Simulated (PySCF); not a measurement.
methylcyclobutane (C₅H₁₀), SMILES CC1CCC1. Geometry: PBE0-D3(BJ)/def2-SVP.

Calculation: PBE0-D3(BJ)/def2-SVP (PySCF).

Harmonic wavenumbers (cm⁻¹): 157, 234, 317, 416, 606, 763, 781, 901, 913, 934, 962, 979, 1001, 1139, 1145, 1182, 1209, 1247, 1249, 1260, 1278, 1297, 1367, 1404, 1448, 1453, 1465, 1466, 1489, 3042, 3061, 3065, 3070, 3081, 3129, 3133, 3136, 3139, 3148. Rotational constants (GHz): 9.741, 4.136, 3.320; symmetry number 1.

Q: Work out the zero-point energy and the ideal-gas rigid-rotor harmonic-oscillator thermochemistry at 298.15 K and 1 atm.

A: ZPE = ½ Σ hcν = ½ × 61066 cm⁻¹ = 87.30 kcal/mol. H − E(el) = 91.31 kcal/mol. Entropy in cal/(mol K): translation 38.66, rotation 25.29, vibration 8.72, total 72.67. G − E(el) = 69.65 kcal/mol. Cp = 22.15 cal/(mol K).
